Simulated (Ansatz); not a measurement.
Start from `O[SiH](F)CS` and change one atom or group to get `F[SiH2]CS`.

Ansatz, PBE0-D4/def2-TZVP geometries, multiplicity 1. Each molecule was computed in one conformer, which needn't be the lowest.

```csv
property,`O[SiH](F)CS`
LUMO energy (ωB97M-V/def2-TZVPP) / eV,1.84
size of the dipole moment (ωB97M-V/def2-TZVPP) / D,1.74
HOMO energy (PBE/def2-TZVPP) / eV,-5.88
HOMO–LUMO gap (ωB97M-V/def2-TZVPP) / eV,11.16
HOMO energy (ωB97M-V/def2-TZVPP) / eV,-9.32
HOMO energy (PBE0/def2-TZVPP) / eV,-7.12
```

Task: Give the same properties after the change, and the shifts. (Best estimate.)

Result: Computed: 
| property | `F[SiH2]CS` | shift |
| --- | --- | --- |
| LUMO energy (ωB97M-V/def2-TZVPP) / eV | 1.75 | -0.09 |
| size of the dipole moment (ωB97M-V/def2-TZVPP) / D | 1.58 | -0.16 |
| HOMO energy (PBE/def2-TZVPP) / eV | -5.74 | 0.14 |
| HOMO–LUMO gap (ωB97M-V/def2-TZVPP) / eV | 10.93 | -0.23 |
| HOMO energy (ωB97M-V/def2-TZVPP) / eV | -9.18 | 0.14 |
| HOMO energy (PBE0/def2-TZVPP) / eV | -6.97 | 0.15 |

With PBE0 the HOMO rises by 0.15 eV and the LUMO falls by 0.06 eV, so the gap narrows by about 0.21 eV. PBE moves the HOMO by 0.14 eV and ωB97M-V by 0.14 eV. Dipoles are sizes alone; their direction can turn.
